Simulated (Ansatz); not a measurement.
Energy needed to pull apart InH$_{3}$Se (SMILES [SeH][InH2]), singlet, into free ground-state atoms, from the structure below (displaced at random from its PBE0-D4/def2-TZVP minimum); no zero-point or spin–orbit terms; open-shell atoms are treated unrestricted, in their ground-state multiplicity.

```
5
angstrom
Se 1.1591 -1.0212 0.9896
In -0.1325 0.6316 -0.3673
H -0.0161 -2.0788 0.8318
H -1.7550 0.3061 -1.0750
H 0.5812 2.2580 -0.5997
```

Ansatz 0.2.0; basis: def2-TZVPP; cores frozen in the correlated methods. Filled d shells of the heavier atoms are correlated. Core potentials replace the inner electrons of the atoms past krypton. The def2 sets are not built for correlating such inner shells, so the correlated values are less sure here.

```tsv
method	atomization energy (kJ/mol)
PBE-D4	1036
r2SCAN-D4	1049
PBE0-D4	1026
wB97M-V	?
HF	718
MP2	993
CCSD	?
CCSD(T)	1027
```

(1) What does CCSD give? (To be estimated.)

(2) What does wB97M-V give? (To be estimated.)

No T1 diagnostic of these runs exceeds 0.014.

## Answers

(1) By the calculation: 1010 kJ/mol, which is about 17 kJ/mol less than CCSD(T)/def2-TZVPP.

(2) By the calculation: 1040 kJ/mol, which is about 13 kJ/mol more than CCSD(T)/def2-TZVPP.

In triple zeta the MP2 and coupled-cluster atomization energies are still short of their basis limit by a few kcal/mol a bond, whereas those of the functionals are nearly converged, so these differences are not deviations from converged CCSD(T).

For scale, one of the runs: CCSD(T)/def2-TZVPP forces, 140 basis functions (an equivalent command: `ansatz run in.yaml --threads 2`). Hardware: 2 CPU threads, shared host. Wall time 4.9 min; peak host memory 1.4 GiB.
